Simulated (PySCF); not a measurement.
Stepwise substitution at one centre (B NH2-SiH3). All species are isolated molecules in the gas phase. Strings in code marks are SMILES.

Method: B3LYP-D3(BJ)/def2-TZVP (PySCF 2.14.0). B3LYP has the VWN-RPA correlation part, as in Gaussian. 

```
species                                                HOMO (eV)  S1 oscillator strength  HOMO–LUMO gap (eV)
-----------------------------------------------------  ---------  ----------------------  ------------------
0 of 3 NH2 replaced by SiH3                                  ___                   0.000                6.81
1 of 3 NH2 replaced by SiH3 (`NB(N)[SiH3]`)                  ___                   0.000                7.22
2 of 3 NH2 replaced by SiH3                                -7.19                   0.000                5.96
3 of 3 NH2 replaced by SiH3 (`[SiH3]B([SiH3])[SiH3]`)        ___                   0.000                4.50
```

### Question
Some entries are withheld; supply them.

### Answer

- 0 of 3 NH2 replaced by SiH3, HOMO (eV): -6.29
- 1 of 3 NH2 replaced by SiH3 (`NB(N)[SiH3]`), HOMO (eV): -6.89
- 3 of 3 NH2 replaced by SiH3 (`[SiH3]B([SiH3])[SiH3]`), HOMO (eV): -7.81
